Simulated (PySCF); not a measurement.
Species: `F[C@@H]1[C@@H]([SiH3])[C@]12CCCS2`. The columns A, B, C and D hold Mulliken, IAO, Hirshfeld and ESP-fitted charges (e) of one PBE0/pcSseg-1 density (PySCF), in a shuffled order. Coordinates in Å (GFN2-xTB); the density's dipole moment is (-1.45, 0.37, 0.96) D.

| atom | x | y | z | A | B | C | D |
| --- | --- | --- | --- | --- | --- | --- | --- |
| F1 | 0.625 | -2.571 | -0.551 | -0.105 | -0.313 | -0.203 | -0.309 |
| C2 | 0.938 | -1.254 | -0.750 | +0.036 | +0.334 | +0.089 | +0.159 |
| C3 | 1.485 | -0.469 | 0.404 | -0.148 | -0.418 | -0.257 | -0.442 |
| Si4 | 2.887 | 0.767 | 0.141 | +0.306 | +0.563 | +0.351 | +0.608 |
| C5 | 0.092 | -0.213 | -0.097 | -0.013 | -0.525 | -0.021 | -0.081 |
| C6 | -1.132 | -0.577 | 0.713 | -0.070 | -0.075 | +0.093 | -0.259 |
| C7 | -2.332 | -0.153 | -0.125 | -0.068 | -0.187 | -0.330 | -0.256 |
| C8 | -2.045 | 1.270 | -0.572 | -0.069 | -0.321 | +0.061 | -0.331 |
| S9 | -0.278 | 1.289 | -1.050 | -0.003 | +0.076 | -0.272 | +0.044 |
| H10 | 1.317 | -1.108 | -1.753 | +0.048 | +0.113 | +0.119 | +0.150 |
| H11 | 1.509 | -1.025 | 1.336 | +0.052 | +0.152 | +0.142 | +0.167 |
| H12 | 2.894 | 1.193 | -1.255 | -0.073 | -0.080 | -0.057 | -0.112 |
| H13 | 4.132 | 0.077 | 0.480 | -0.077 | -0.087 | -0.092 | -0.118 |
| H14 | 2.661 | 1.897 | 1.041 | -0.076 | -0.072 | -0.089 | -0.113 |
| H15 | -1.122 | -0.024 | 1.658 | +0.041 | +0.130 | +0.043 | +0.139 |
| H16 | -1.143 | -1.645 | 0.932 | +0.044 | +0.131 | +0.049 | +0.156 |
| H17 | -3.263 | -0.204 | 0.441 | +0.048 | +0.129 | +0.099 | +0.146 |
| H18 | -2.416 | -0.805 | -0.997 | +0.042 | +0.134 | +0.126 | +0.145 |
| H19 | -2.181 | 1.984 | 0.241 | +0.038 | +0.157 | +0.067 | +0.148 |
| H20 | -2.634 | 1.582 | -1.432 | +0.047 | +0.159 | +0.082 | +0.160 |

**Question.** Which column most likely holds the ESP-fitted charges?

**Answer.** C. Σ q r misses the density's dipole by 0.04 D (C), 1.30 D (A), 2.98 D (B), 3.00 D (D). Charges fitted to the outside potential are the only set here that is tied to the molecule's multipoles.

**Question.** And the Hirshfeld charges?

**Answer.** A. The mean sizes are 0.070 e (A), 0.132 e (C), 0.202 e (D), 0.208 e (B), and Hirshfeld charges are commonly the smallest of these schemes.

As computed, A = Hirshfeld, B = Mulliken, C = ESP-fitted, D = IAO. Hydrogens on carbon: Hirshfeld +0.04 to +0.05, Mulliken +0.11 to +0.16, ESP-fitted +0.04 to +0.14, IAO +0.14 to +0.17 e.

The Mulliken scheme gives each basis function's population to the atom it is centred on and halves the overlap population of two atoms between them. The IAO scheme counts the electrons in orthogonalised intrinsic atomic orbitals, a minimal basis polarised so that it spans the occupied orbitals exactly.

Geometry: GFN2-xTB, one conformer, isolated molecule.
